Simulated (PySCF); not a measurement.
Work out the structure from these simulated measurements.

Formula: C6H7NS3Si.

* Rotational structure: rotational constants A, B, C: 1.030, 0.470, 0.456 GHz [GFN2-xTB]
* Dipole: 3.66 D [PBE0/pcSseg-1]
* 13C NMR: chemical shifts (computed TMS as zero) by class: 119.6 (1 C), 110.6 (1 C), 90.5 (1 C), 41.8 (2 C), 17.4 (1 C) ppm [GIAO PBE0/pcSseg-1]
* NMR, other nuclei: isotropic shieldings of nuclei other than C and H, by class: -46 (1 N), 317 (1 Si), 562 (1 S), 571 (2 S) ppm [GIAO PBE0/pcSseg-1]
* 1H NMR: chemical shifts (computed TMS as zero) by class: 3.19 (2 H), 3.06 (2 H), 3.04 (2 H), 2.67 (1 H) ppm [GIAO PBE0/pcSseg-1]

Electronic properties: PySCF, gas phase, density fitting. Levels stand in brackets. Isolated species at its GFN2-xTB geometry (one conformer only). Each NMR value is the plain mean over a class of atoms that symmetry, rotation or inversion makes alike.

Q: Propose a structure and show how it fits.

A: Numbering: `[CH:1]#[C:2][Si:3]1([S:4][CH2:5][C:6]#[N:7])[S:8][CH2:9][CH2:10][S:11]1`. Its formula, C6H7NS3Si, gives 5 degrees of unsaturation: 1 ring and 4 π bonds in the structure found. 6 carbons fall into 5 classes; from least to most shielded: nitrile carbon [C6] (119.6 ppm), terminal alkyne carbon [C1] (110.6 ppm), alkyne carbon [C2] (90.5 ppm), ring sp3 carbon bound to sulfur [C9/C10] (41.8 ppm, 2 C), chain sp3 carbon bound to sulfur [C5] (17.4 ppm). Hydrogen classes from least to most shielded: 2 H on an sp3 carbon bound to sulfur, C5 (3.19 ppm), 2 H on 2 like atoms (sp3 carbon bound to sulfur), C9/C10 (3.06 ppm), 2 H on 2 like atoms (sp3 carbon bound to sulfur), C9/C10 (3.04 ppm), 1 H on a terminal alkyne carbon, C1 (2.67 ppm). The other shieldings belong to: -46 ppm, nitrile nitrogen [N7]; 317 ppm, four-coordinate silicon [Si3]; 562 ppm, sulfur bonded to C and Si [S4]; 571 ppm, sulfur bonded to C and Si [S8/S11]. The optimised geometry has point group C1 and is an asymmetric top. Structure: `C#C[Si]1(SCC#N)SCCS1`. The assignments are read from this structure; whether some other isomer fits the data as well wasn't checked.
